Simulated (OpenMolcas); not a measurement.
# Ag3+ in a point-charge field

Ag3+ among 2 point charges of -2 e arranged as a linear pair (D∞h), 2.32 Å from the ion.
```
   0.0000    0.0000    2.3200  -2.00
   0.0000    0.0000   -2.3200  -2.00
```

```
Program             : OpenMolcas 26.06
Method              : SS-CASPT2, IPEA 0.25 Eh, imaginary shift 0.1 Eh (closed shells correlated: 4s 4p)
Basis               : ANO-RCC-VTZP [7s6p4d2f1g]
Scalar Hamiltonian  : DKH2, point nucleus
Active space        : 8 electrons in 5 orbitals (4d)
State averaging     : 2S+1 = 3 even, 10 roots; 2S+1 = 1 even, 15 roots
Spin-orbit coupling : state interaction with AMFI integrals over the reference wave functions
```

The lowest spin-free states (labels by Λ), above the lowest:

```json
{"State": "3Π", "Degeneracy": "2", "E (cm-1)": "0", "Free-ion L (%)": "F (91)"}
{"State": "3Σ", "Degeneracy": "1", "E (cm-1)": "740", "Free-ion L (%)": "F (96)"}
{"State": "3Δ", "Degeneracy": "2", "E (cm-1)": "2950", "Free-ion L (%)": "F (100)"}
{"State": "3Φ", "Degeneracy": "2", "E (cm-1)": "5530", "Free-ion L (%)": "F (100)"}
{"State": "1Σ", "Degeneracy": "1", "E (cm-1)": "11120", "Free-ion L (%)": "D (54)"}
{"State": "1Δ", "Degeneracy": "2", "E (cm-1)": "11780", "Free-ion L (%)": "D (93)"}
{"State": "1Π", "Degeneracy": "2", "E (cm-1)": "11900", "Free-ion L (%)": "D (56)"}
{"State": "3Π", "Degeneracy": "2", "E (cm-1)": "13710", "Free-ion L (%)": "P (91)"}
{"State": "1Σ", "Degeneracy": "1", "E (cm-1)": "18140", "Free-ion L (%)": "G (56)"}
{"State": "1Π", "Degeneracy": "2", "E (cm-1)": "18540", "Free-ion L (%)": "G (56)"}
{"State": "1Δ", "Degeneracy": "2", "E (cm-1)": "18900", "Free-ion L (%)": "G (93)"}
{"State": "1Φ", "Degeneracy": "2", "E (cm-1)": "23260", "Free-ion L (%)": "G (100)"}
{"State": "3Σ", "Degeneracy": "1", "E (cm-1)": "23350", "Free-ion L (%)": "P (96)"}
{"State": "1Γ", "Degeneracy": "2", "E (cm-1)": "30280", "Free-ion L (%)": "G (100)"}
{"State": "1Σ", "Degeneracy": "1", "E (cm-1)": "49320", "Free-ion L (%)": "S (96)"}
```

The lowest levels with spin-orbit coupling:

```csv
E (cm-1),Degeneracy,2S+1,g
0,1,3,
140,2,3,0.00 0.00 2.59
550,2,3,0.00 0.00 5.63
3010,2,3,0.00 0.00 7.79
3590,1,3,
4660,2,3,0.00 0.00 3.06
5210,2,3,0.00 0.00 10.00
5700,1,3,
5750,2,3,0.00 0.00 4.25
7590,2,3,0.00 0.00 0.44
8720,2,3,0.00 0.00 6.21
9580,2,3 (73 %),0.00 0.00 2.79
13800,2,1 (51 %),0.00 0.00 1.99
14140,1,1 (78 %),
14210,2,3 (81 %),0.00 0.00 4.65
16770,1,3 (79 %),
16950,2,1 (52 %),0.00 0.00 1.99
17280,1,3,
17680,2,1 (54 %),0.00 0.00 4.63
21170,1,1 (82 %),
```

Powder χT (cm3 K/mol): 0.0717 at 2 K, 0.359 at 10 K, 1.72 at 50 K, 2.63 at 100 K, 3.14 at 200 K, 3.3 at 300 K. The effective moment at 300 K is 2.828 √(χT) = 5.14 μB.

The lowest level has 2S+1 = 3, for which the spin-only value is χT = S(S+1) / 2 = 1.000 cm3 K/mol (g = 2). The computed 3.302 at 300 K differs by +2.302, through orbital momentum, spin-orbit coupling and any other state in reach.

Roots that are degenerate in the reference are averaged as groups; the widest CASPT2 spread within a group is 20 cm-1 (the 2-fold group of multiplicity 1 near 30300 cm-1 above the lowest state of its run). Shifts and gaps below about the spread of the groups concerned are not significant. Spin-orbit coupling mixes the spin-free states strongly: the lowest level takes only 51 % from its leading state, 3Π. Real 4d8 and 5d8 ions are as a rule square planar and diamagnetic. Free-ion shares, where given, are those of the reference states; single-state CASPT2 does not remix them. This is an electrostatic model: the charges have no orbitals. No measured value stands beside these numbers.

The CASPT2 steps took 4.4 s on 1 thread of Intel(R) Xeon(R) Platinum 8259CL CPU @ 2.50GHz (Skylake/Cascade Lake) (shared host); the integral step is not counted.

With an even number of electrons the g values are those of a degenerate or nearly degenerate non-Kramers pair.
